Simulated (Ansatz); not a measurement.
Coupled-cluster run, C₅H₅ClF₂OZr, SMILES `[OH][Zr]1234([F])([Cl])[C@@H]5[C@H]1[C@H]2[C@@]3(F)[C@@H]54`.

```yaml
crystal:
  periodic: [false, false, false]
  atoms:
    - {symbol: O, position_ang: [-0.462958, -2.400308, 0.509230]}
    - {symbol: Zr, position_ang: [-0.716843, -0.893334, -0.649644]}
    - {symbol: F, position_ang: [-0.118664, -1.421880, -2.391223]}
    - {symbol: Cl, position_ang: [-3.057434, -0.482857, -0.785620]}
    - {symbol: C, position_ang: [-0.424848, 1.545852, -0.201918]}
    - {symbol: C, position_ang: [0.698386, 1.136032, -0.941222]}
    - {symbol: C, position_ang: [1.464481, 0.254197, -0.138666]}
    - {symbol: C, position_ang: [0.809196, 0.175554, 1.101584]}
    - {symbol: F, position_ang: [1.227193, -0.548361, 2.133980]}
    - {symbol: C, position_ang: [-0.369226, 0.932290, 1.076705]}
    - {symbol: H, position_ang: [-0.054353, -2.680681, 1.327519]}
    - {symbol: H, position_ang: [-1.211875, 2.199643, -0.545411]}
    - {symbol: H, position_ang: [0.927041, 1.410651, -1.960107]}
    - {symbol: H, position_ang: [2.377913, -0.252457, -0.411831]}
    - {symbol: H, position_ang: [-1.088019, 1.025680, 1.876614]}
basis:
  gaussian: {orbitals: def2-TZVPP}
correlation: {method: ccsd_t}
output: {orbitals: {seedname: orbitals}}
```

```sh
$ ansatz run in.yaml --threads 4 --pin off --events-out ev --progress --plain --backend cuda
```

The program prints (abridged):

```
Functional definition: HF
2605 factors; integrals over basis functions are off by at most 1.0e-3 eV
mean field evaluation 1: about -26453.4122 eV, gradient 6.6e1 eV
mean field evaluation 2: about -26453.9226 eV, gradient 6.6e1 eV
mean field evaluation 4: about -26462.4968 eV, gradient 6.5e0 eV
mean field evaluation 8: about -26462.6392 eV, gradient 6.9e-1 eV
mean field -26462.64041794 eV, -972.4840983375 hartree, gradient 2.5e-6 eV, S^2 0.000000; 0 other end points of the search recorded, 0 dependent functions left out
13 core orbitals not correlated: weight in the atoms' cores, before any rotation towards them, 1.000 or more for the frozen orbitals, at most 0.000 for the correlated occupied ones
reference -26462.64041794 eV, -972.4840983375 hartree; 32, 32 occupied and 371, 371 virtual orbitals, 2605 factors
second order -56.95570135 eV of doubles, -0.00000000 eV of singles
cycle   1  -55.54524013 eV  change     1.4e0 eV  update   2.0e-1
cycle   2  -56.88973233 eV  change    -1.3e0 eV  update   8.2e-2
cycle   3  -57.26854959 eV  change   -3.8e-1 eV  update   3.4e-2
cycle   4  -57.26519801 eV  change    3.4e-3 eV  update   1.1e-2
cycle   5  -57.24797909 eV  change    1.7e-2 eV  update   4.2e-3
cycle   6  -57.25006693 eV  change   -2.1e-3 eV  update   1.5e-3
cycle   7  -57.25052602 eV  change   -4.6e-4 eV  update   5.3e-4
cycle   8  -57.24991538 eV  change    6.1e-4 eV  update   1.9e-4
cycle   9  -57.24990925 eV  change    6.1e-6 eV  update   6.6e-5
perturbative correction -2.65581719 eV, -0.0975994816 hartree
Total energy: -26522.54614438 eV, -974.6855931786 hartree
```

Run time 35 s (4 threads of an AMD EPYC 7R13 on a shared host and a share of an NVIDIA H100 80 GB); peak host memory 0.91 GiB.

MP2 recovers 95.1 % of the CCSD(T) correlation energy and the triples give 4.4 %; T1 = 0.0144.
